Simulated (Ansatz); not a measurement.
`Sc1ccc(-c2ccc(-c3ccc(S)s3)s2)s1` was relaxed with PBE-D4 (def2-SVP) in Ansatz in these states: charge +1 doublet, neutral singlet. The geometries follow in no particular order.

A:

```xyz
25

S    -3.7457   -2.5189    5.0945
C    -2.5076   -2.0353    3.9746
C    -1.1228   -2.2877    4.0066
C    -0.4472   -1.7272    2.9154
C    -1.2890   -1.0341    2.0222
C    -0.9498   -0.3507    0.8239
C    -1.8062    0.3420   -0.0655
C    -1.1394    0.9026   -1.1535
C     0.2559    0.6633   -1.1437
C     1.2300    1.0837   -2.0878
C     2.6211    0.8525   -2.0909
C     3.2862    1.4182   -3.1854
C     2.4141    2.1018   -4.0546
S     2.9210    2.9133   -5.5031
S     0.7676    2.0340   -3.4988
S     0.7108   -0.2816    0.2627
S    -2.9596   -1.0968    2.5778
H    -2.8963   -3.1793    5.9320
H    -0.6371   -2.8631    4.8061
H     0.6376   -1.8142    2.7612
H    -2.8898    0.4218    0.0984
H    -1.6356    1.4767   -1.9483
H     3.1267    0.2794   -1.3011
H     4.3679    1.3447   -3.3594
H     1.6872    3.3549   -5.8832
```

B:

```xyz
25

S     4.4353    4.4841    2.6946
C     3.0608    3.6402    1.9812
C     1.8092    4.1166    1.6123
C     0.9751    3.1038    1.0662
C     1.5742    1.8480    1.0119
C     1.0465    0.5958    0.5296
C     1.6528   -0.6600    0.4767
C     0.8202   -1.6682   -0.0657
C    -0.4427   -1.2076   -0.4409
C    -1.5458   -1.9319   -1.0216
C    -2.8086   -1.4805   -1.3986
C    -3.6457   -2.4916   -1.9431
C    -3.0274   -3.7343   -1.9860
S    -3.7467   -5.2243   -2.5927
S    -1.4035   -3.6534   -1.3541
S    -0.5851    0.5081   -0.1075
S     3.2100    1.9322    1.6528
H     3.8158    5.6962    2.7299
H     1.5052    5.1654    1.7329
H    -0.0512    3.2838    0.7161
H     2.6798   -0.8360    0.8262
H     1.1270   -2.7168   -0.1856
H    -3.1180   -0.4323   -1.2809
H    -4.6722   -2.3192   -2.2935
H    -2.6650   -6.0183   -2.3602
```

Q: Judge from the bond lengths which geometry belongs to which state (an estimate).

A: A is the charge +1 doublet (C13–S14 1.736 Å, S1–C2 1.738 Å, C7–C8 1.394 Å); B is the neutral singlet (C13–S14 1.762 Å, S1–C2 1.764 Å, C7–C8 1.416 Å).
